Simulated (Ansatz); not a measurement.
Basis-set extrapolation for CH6OSi2 (`O=C[SiH2][SiH3]`) (PBE0-D4/def2-TZVP geometry, frozen core, the Gaussian-basis code of Ansatz). Multiplicity 1, RHF reference.

```tsv
	def2-TZVPP	def2-QZVPP
HF	-694.124716	-694.147963
MP2 correlation	-0.636789	-0.683849
CCSD(T) correlation	-0.714336	not run
```

Energies in hartree. Use E(X) = E(∞) + A·exp(−7.88·√X) for Hartree–Fock and E(X) = E(∞) + B·X^(−2.97) for correlation, with X = 3 and 4, and add CCSD(T) minus MP2 of the smaller set to the MP2 limit.

Task: What is the CCSD(T) energy at the basis-set limit?

Result: HF limit: -694.147963 + (-0.023247) × 0.13774 = -694.15117. MP2 limit: -0.683849 + (-0.047060) × 0.74074 = -0.71871. Higher-order term: -0.714336 − (-0.636789) = -0.07755. Total: -694.94743 hartree, 2.95 eV below CCSD(T)/def2-TZVPP.
